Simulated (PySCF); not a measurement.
**Vanadium: a sound run and one with changed settings**

Sound run: V [Ar] 3d3 4s2, V⁺ [Ar] 3d4. Calculation: PySCF 2.14, in Sapporo-DKH3-DZP-2012 (6s5p3d1f, 43 functions); the spin-free X2C one-electron Hamiltonian (Gaussian nucleus). In the sound run the correlated levels freeze [Ar]. The sound run starts from symmetry-adapted Hartree-Fock orbitals and uses a fine grid where one is needed.

Changed run: the non-relativistic Hamiltonian (point nucleus). This setting is unsound on purpose.

```json
{"species": "V", "method": "UHF", "sound run (hartree)": "-948.11987", "changed run (hartree)": "-940.82226", "converged": "yes"}
{"species": "V", "method": "BP86", "sound run (hartree)": "-949.29226", "changed run (hartree)": "-941.99821", "converged": "yes"}
{"species": "V", "method": "MP2", "sound run (hartree)": "-948.17097", "changed run (hartree)": "-940.87236", "converged": "yes"}
{"species": "V⁺", "method": "UHF", "sound run (hartree)": "-947.89436", "changed run (hartree)": "-940.61017", "converged": "yes"}
{"species": "V⁺", "method": "BP86", "sound run (hartree)": "-949.04916", "changed run (hartree)": "-941.77007", "converged": "yes"}
{"species": "V⁺", "method": "MP2", "sound run (hartree)": "-947.93147", "changed run (hartree)": "-940.64673", "converged": "yes"}
```

Ionisation energy of V:

```json
{"method": "UHF", "sound run (eV)": "6.137", "changed run (eV)": "5.771"}
{"method": "BP86", "sound run (eV)": "6.615", "changed run (eV)": "6.208"}
{"method": "TPSS", "sound run (eV)": "6.342", "changed run (eV)": "5.882"}
{"method": "MP2", "sound run (eV)": "6.517", "changed run (eV)": "6.140"}
{"method": "SCS-MP2", "sound run (eV)": "6.968", "changed run (eV)": "6.589"}
```

Most of the change in total energy is the relativistic energy itself. On top of that the contraction fixes the core shape for the Hamiltonian it was made with, so the changed run is not a good calculation with the other Hamiltonian either.

For comparison, NIST gives 6.746 eV between the lowest levels.
